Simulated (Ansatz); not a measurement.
Consider the cleavage of the Si–Si bond: `CB[SiH]([SiH3])Cl` + `N=C([SiH3])S` → `N=C([SiH3])S[SiH3]` + `CB[SiH2]Cl`.

Isolated molecules relaxed with PBE0-D4/def2-TZVP in Ansatz; ΔE leaves out vibrations. CBS: MP2 limit from def2 TZ/QZ plus the TZ coupled-cluster correction, frozen cores. DFT in def2-TZVPP. B3LYP here is the variant with VWN-RPA as its local correlation; programs differ in this. One conformer a species, not always the lowest.

```
             level  ΔE (kJ/mol)
         r2SCAN-D4        -33.1
           ωB97X-V        -36.2
            B2PLYP        -38.0
              PBE0        -29.3
             B3LYP        -33.4
    MP2/def2-QZVPP        -45.7
SCS-MP2/def2-QZVPP        -45.8
     MP2/CBS(def2)        -46.3
```

(1) What does CCSD(T)/CBS give? (Best estimate.)

Largest T1 diagnostic among the species: 0.014.

Results:

(1) The calculation gave: -38.8 kJ/mol. The listed levels differ from it by 5.7, 2.6, 0.8, 9.5, 5.4, -6.9, -7.0, -7.5 kJ/mol.

From PBE to PBE0 (25 % exact exchange), in def2-TZVPP and without D4, ΔE moves by −4.2 kJ/mol.
